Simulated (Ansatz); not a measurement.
H₂P, charge -1, singlet, geometry from GFN2-xTB (a gas-phase anion, which may not be bound at this level); PBE/6-311G** in Ansatz (an electronic-structure program).

Input for Ansatz:
Ansatz 0.2 input:
```yaml
crystal:
  periodic: [false, false, false]
  atoms:
    - {symbol: P, position_ang: [-0.00149906, 0.07431072, 0.08210974]}
    - {symbol: H, position_ang: [0.97078349, -0.55479397, -0.60060040]}
    - {symbol: H, position_ang: [-0.94829753, -0.55986685, -0.63104570]}
basis:
  gaussian:
    orbitals: 6-311G__.json
    occupation: {up: {"A1": 4, "B1": 2, "B2": 2, "A2": 1}, down: {"A1": 4, "B1": 2, "B2": 2, "A2": 1}}
hamiltonian:
  xc: pbe
total_charge: -1
```
The basis file holds 6-311G** in the JSON format of the Basis Set Exchange.

Predict the main parts of the log of this Ansatz run.


```
Functional definition: PBE
the irreps are read with x along [0.009, 0.741, -0.671], y along [1.000, 0.003, 0.016] and z along [0.014, -0.671, -0.741] of the geometry given
331 factors; their error is unknown
mean field evaluation 1: about -9265.7891 eV, gradient 2.2e1 eV
mean field evaluation 2: about -9267.4007 eV, gradient 1.1e0 eV
mean field evaluation 4: about -9267.3803 eV, gradient 2.2e-1 eV
mean field evaluation 8: about -9267.3806 eV, gradient 8.1e-7 eV
a density is far from that of the atoms, so the factors are made again for it
337 factors; integrals over basis functions are off by at most 1.1e-4 eV
mean field -9267.37966311 eV, -340.5699209637 hartree, gradient 5.9e-6 eV, S^2 0.000000; 0 other end points of the search recorded, 0 dependent functions left out
reference -9267.37969175 eV, -340.5699220162 hartree; 9, 9 occupied and 30, 30 virtual orbitals, 337 factors
Total energy: -9267.37969175 eV, -340.5699220162 hartree
```
